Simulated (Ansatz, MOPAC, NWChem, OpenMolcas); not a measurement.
# ZrO2 (zirconia): the HOMO–LUMO gap, rung by rung

The species is ZrO2 (3 atoms), meant as a singlet with charge 0. As SMILES, `[O]=[Zr]=[O]`. The coordinates come from a PBE0-D4/def2-TZVP relaxation.

```xyz
3

O     0.6545    1.2525    0.3884
Zr    0.3485   -0.4817    0.3518
O    -1.0030   -0.7708   -0.7401
```

Each level gives the HOMO–LUMO gap (eV). The values are calculated.

```csv
level,kind,program,value (eV)
PM7,semi-empirical,MOPAC,8.06
HF/def2-TZVP (core potential),Hartree–Fock,NWChem,9.26
SVWN5/def2-TZVP (core potential),LDA,NWChem,1.79
PBE/def2-TZVP (core potential),GGA,Ansatz,1.74
M06-L/def2-TZVP (core potential),meta-GGA,OpenMolcas,2.73
PBE0/def2-TZVP (core potential),global hybrid,OpenMolcas,3.86
wB97M-V/def2-TZVP (core potential),range-separated hybrid,Ansatz,7.31
B2PLYP/def2-TZVP (core potential),double hybrid,Ansatz,5.81
```

The values span 1.74 to 9.26 eV. Orbital gaps aren't excitation energies, and those of double hybrids come from the SCF part alone; they tend to grow with the share of exact exchange.
